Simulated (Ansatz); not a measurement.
`[NH]=[V]([F])([Cl])[Cl]`, relaxed with RKS PBE0-D4/def2-TZVP in the Gaussian-basis code of Ansatz from a PBE-D4/def2-SVP geometry. The force threshold is 0.005 eV/Å; the program also tests the step.

Charge 0, multiplicity 1.

Start:

```xyz
6

N     0.795    0.789   -0.443
V    -0.238   -0.238    0.234
F    -0.082   -0.112    1.946
Cl   -2.220    0.331   -0.413
Cl    0.287   -2.219   -0.453
H     1.458    1.449   -0.872
```

Problem. By how much does the energy fall, and how many steps does the optimiser take? (Best estimate.)

Solution. The calculation gave: 0.53 kcal/mol, in 4 steps.

Problem. Which bonds change most? (Best estimate.)

Solution. The calculation gave: V2–Cl5 from 2.162 to 2.142 Å; V2–Cl4 from 2.161 to 2.142 Å; N1–V2 from 1.606 to 1.588 Å; N1–H6 from 1.029 to 1.013 Å.

Problem. Give the relaxed structure. (An estimate is asked.)

Solution. Ansatz gave: 
```xyz
6

N     0.789    0.784   -0.438
V    -0.232   -0.232    0.233
F    -0.081   -0.111    1.942
Cl   -2.196    0.322   -0.415
Cl    0.279   -2.194   -0.455
H     1.440    1.431   -0.867
```
